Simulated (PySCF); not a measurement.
CH12Si5

The system: CH12Si5, a small molecule; neutral, singlet. The structure, one conformer, was relaxed in the gas phase by PBE0-D3(BJ)/def2-SVP. No frequency run checks that it is a minimum.

SMILES: C[SiH]1[SiH2][SiH2][SiH2][SiH2]1

```xyz
18

Si    0.496   -1.794    0.885
Si    1.976   -0.578   -0.492
Si    1.233    1.667   -0.362
Si   -0.570    1.622    1.155
Si   -1.468   -0.509    0.737
C    -2.119   -0.571   -1.037
H     0.337   -3.214    0.437
H     1.008   -1.781    2.292
H     3.404   -0.710   -0.066
H     1.855   -1.065   -1.904
H     0.734    2.102   -1.706
H     2.328    2.594    0.060
H    -1.524    2.757    0.947
H    -0.034    1.683    2.553
H    -2.517   -0.923    1.721
H    -2.977    0.106   -1.166
H    -1.333   -0.264   -1.746
H    -2.438   -1.590   -1.304
```
Atom numbers follow the order of the file, from 1.

Shieldings: GIAO PBE0/pcSseg-1. Shifts are against computed references at the same level: C TMS (σ 184.4 ppm), H TMS (σ 31.27 ppm), Si TMS (σ 352.0 ppm). Core levels by delta-SCF with SCAN, pcX-2 on the ionised atom and pcseg-1 elsewhere, spin-free X2C (2p3/2 is the spin-free 2p value less a third of a first-order spin-orbit splitting); from the vacuum level, for chosen atoms.

**Question.** Give the shieldings and core levels atom by atom.

**Answer.** 
```json
{"atoms": "Si1", "bonded to": "2 Si + 2 H", "σ (ppm)": "461.3", "δ (ppm)": "-109.3", "core level (eV)": "2p3/2 105.88"}
{"atoms": "Si2", "bonded to": "2 Si + 2 H", "σ (ppm)": "468.6", "δ (ppm)": "-116.6", "core level (eV)": "2p3/2 105.95"}
{"atoms": "Si3", "bonded to": "2 Si + 2 H", "σ (ppm)": "467.7", "δ (ppm)": "-115.7", "core level (eV)": "-"}
{"atoms": "Si4", "bonded to": "2 Si + 2 H", "σ (ppm)": "461.0", "δ (ppm)": "-109.0", "core level (eV)": "2p3/2 105.88"}
{"atoms": "Si5", "bonded to": "1 C + 2 Si + 1 H", "σ (ppm)": "421.9", "δ (ppm)": "-69.9", "core level (eV)": "2p3/2 105.87"}
{"atoms": "C6", "bonded to": "1 Si + 3 H", "σ (ppm)": "192.9", "δ (ppm)": "-8.5", "core level (eV)": "1s 290.18"}
{"atoms": "H7", "bonded to": "1 Si", "σ (ppm)": "27.66", "δ (ppm)": "3.61", "core level (eV)": "-"}
{"atoms": "H8", "bonded to": "1 Si", "σ (ppm)": "27.91", "δ (ppm)": "3.36", "core level (eV)": "-"}
{"atoms": "H9", "bonded to": "1 Si", "σ (ppm)": "27.65", "δ (ppm)": "3.61", "core level (eV)": "-"}
{"atoms": "H10", "bonded to": "1 Si", "σ (ppm)": "27.71", "δ (ppm)": "3.55", "core level (eV)": "-"}
{"atoms": "H11", "bonded to": "1 Si", "σ (ppm)": "27.73", "δ (ppm)": "3.54", "core level (eV)": "-"}
{"atoms": "H12", "bonded to": "1 Si", "σ (ppm)": "27.64", "δ (ppm)": "3.63", "core level (eV)": "-"}
{"atoms": "H13", "bonded to": "1 Si", "σ (ppm)": "27.65", "δ (ppm)": "3.62", "core level (eV)": "-"}
{"atoms": "H14", "bonded to": "1 Si", "σ (ppm)": "27.93", "δ (ppm)": "3.34", "core level (eV)": "-"}
{"atoms": "H15", "bonded to": "1 Si", "σ (ppm)": "27.05", "δ (ppm)": "4.22", "core level (eV)": "-"}
{"atoms": "H16 H17 H18", "bonded to": "1 C", "σ (ppm)": "31.08", "δ (ppm)": "0.19", "core level (eV)": "-"}
```

Values are those of this one static structure, with the three H of a rotating XH3 group averaged; atoms that internal rotation interchanges would show their mean in an NMR spectrum.

**Question.** By CAM-B3LYP/def2-SVPD (TDDFT singlets, Tamm-Dancoff triplets, ionisation by delta-SCF), where does absorption start, and what does vertical ionisation take?

**Answer.** The lowest singlet lies at 5.56 eV (f 0.009), the strongest of the first 6 at 6.55 eV (f 0.013), the lowest triplet at 5.20 eV; vertical ionisation takes 9.08 eV.

The 3 runs behind this took 5.6 min in all, one thread each of Arm Neoverse V1 on a shared host, launched as `OMP_NUM_THREADS=1 python cluster_run.py task.json out`.
